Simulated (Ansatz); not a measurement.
`[CH3][Al-]1([OH])[O]C=CC=[O+]1` + HCl → `[CH3][Al-]1([Cl])[O]C=CC=[O+]1` + H₂O at 600 K and 1 bar (ligand exchange at the Al–O bond).

Isolated molecules relaxed with PBE0-D4/def2-TZVP in Ansatz; ΔE leaves out vibrations. CCSD(T)/CBS adds triple-zeta CCSD(T) − MP2 to the extrapolated MP2 energy (def2 sets, frozen cores). This one scheme is used for every species. Each species was taken in one conformer, which may not be the lowest.

```json
{"species": "`[CH3][Al-]1([OH])[O]C=CC=[O+]1`", "CCSD(T)/CBS energy (Eh)": "-624.10852", "H − E (kJ/mol)": "371.8", "S (J/(mol·K))": "542.4"}
{"species": "HCl", "CCSD(T)/CBS energy (Eh)": "-460.38127", "H − E (kJ/mol)": "35.4", "S (J/(mol·K))": "207.2"}
{"species": "`[CH3][Al-]1([Cl])[O]C=CC=[O+]1`", "CCSD(T)/CBS energy (Eh)": "-1008.12664", "H − E (kJ/mol)": "336.4", "S (J/(mol·K))": "532.2"}
{"species": "H₂O", "CCSD(T)/CBS energy (Eh)": "-76.37941", "H − E (kJ/mol)": "76.8", "S (J/(mol·K))": "212.8"}
```

H − E and S are ideal-gas, rigid-rotor, harmonic terms from PBE0-D4/def2-TZVP, for one conformer and one mirror image of each species. 1 Eh = 2625.50 kJ/mol, R = 8.31446 J/(mol·K).

Problem. By hand: ΔE, ΔH, ΔS and ΔG.

Solution. ΔE = (-1008.12664) + (-76.37941) − (-624.10852) − (-460.38127) = -0.01626 Eh = -42.7 kJ/mol. Δ(H − E) = 336.4 + 76.8 − 371.8 − 35.4 = 6.0, so ΔH = -36.7 kJ/mol. ΔS = 532.2 + 212.8 − 542.4 − 207.2 = -4.6 J/(mol·K). ΔG = -36.7 − 600 × (-4.6)/1000 = -33.9 kJ/mol.

Problem. By hand: the equilibrium constant, and the temperature at which ΔG would vanish if ΔH and ΔS stayed fixed.

Solution. log₁₀ K = −ΔG/(RT ln 10) = 3.0. ΔG = 0 at ΔH/ΔS = 7978 K, far beyond where these terms or the molecules hold.

The number of gas molecules stays the same, so ΔS is small and ΔH decides. A doubt of 5 kJ/mol in ΔE shifts log₁₀ K by 0.4 here. Other conformers and mirror images would add mixing entropy, several J/(mol·K) or more a flexible species. Modes under 60 cm⁻¹, often nearly free rotors, make the harmonic entropy too high. These are equilibria of isolated gas molecules and say nothing of rates. Largest T1 diagnostic: 0.017 (customary marks: 0.02 for closed shells, 0.045 for open ones).
